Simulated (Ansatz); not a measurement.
These are frozen-core CCSD(T)/cc-pVTZ // B3LYP-D3(BJ)/def2-TZVP (Ansatz, a program for electronic structure) values and carry that method's errors.

Ansatz 0.2 input:
```yaml
crystal:
  periodic: [false, false, false]
  atoms:
    - { symbol: O, position_ang: [2.815937, -0.062021, 0.008398] }
    - { symbol: Si, position_ang: [1.234634, 0.339953, 0.121912] }
    - { symbol: C, position_ang: [-0.045622, -0.707268, -0.232483] }
    - { symbol: Si, position_ang: [-1.794128, -0.172748, -0.072485] }
    - { symbol: H, position_ang: [3.480127, 0.59656, 0.228272] }
    - { symbol: H, position_ang: [1.061144, 1.731008, 0.572214] }
    - { symbol: H, position_ang: [0.165725, -1.719421, -0.561801] }
    - { symbol: H, position_ang: [-1.831411, 1.240089, 0.387933] }
    - { symbol: H, position_ang: [-2.533013, -0.253728, -1.359409] }
    - { symbol: H, position_ang: [-2.553395, -0.992424, 0.907449] }
basis:
  gaussian: { orbitals: cc-pVTZ }
correlation:
  method: ccsd_t
```

Output:

```
Functional definition: HF
1216 factors; integrals over basis functions are off by at most 1.3e-3 eV
mean field evaluation 1: about -18884.2043 eV, gradient 4.4e1 eV
mean field evaluation 2: about -18884.4335 eV, gradient 4.4e1 eV
mean field evaluation 4: about -18888.8789 eV, gradient 3.6e0 eV
mean field evaluation 8: about -18888.9537 eV, gradient 3.2e-1 eV
mean field evaluation 16: about -18888.9545 eV, gradient 1.3e-6 eV
mean field -18888.95450656 eV, -694.1562747228 hartree, gradient 1.3e-6 eV, S^2 0.000000; 0 other end points of the search recorded, 0 dependent functions left out
12 core orbitals not correlated
reference -18888.95450656 eV, -694.1562747228 hartree; 12, 12 occupied and 188, 188 virtual orbitals, 1216 factors
second order -17.74880705 eV of doubles, -0.00000000 eV of singles
cycle   1  -18.25618567 eV  change   -5.1e-1 eV  update   9.9e-2
cycle   2  -18.75589717 eV  change   -5.0e-1 eV  update   3.1e-2
cycle   3  -18.86399826 eV  change   -1.1e-1 eV  update   1.6e-2
cycle   4  -18.85325455 eV  change    1.1e-2 eV  update   4.2e-3
cycle   5  -18.85232778 eV  change    9.3e-4 eV  update   1.9e-3
cycle   6  -18.85280261 eV  change   -4.7e-4 eV  update   6.0e-4
cycle   7  -18.85250131 eV  change    3.0e-4 eV  update   2.1e-4
cycle   8  -18.85254420 eV  change   -4.3e-5 eV  update   1.0e-4
cycle   9  -18.85258221 eV  change   -3.8e-5 eV  update   3.4e-5
cycle  10  -18.85256972 eV  change    1.2e-5 eV  update   1.3e-5
perturbative correction -0.76205463 eV, -0.0280049910 hartree
Total energy: -18908.56913091 eV, -694.8770988723 hartree
```

Cost: about 60 core-seconds (a rough figure).
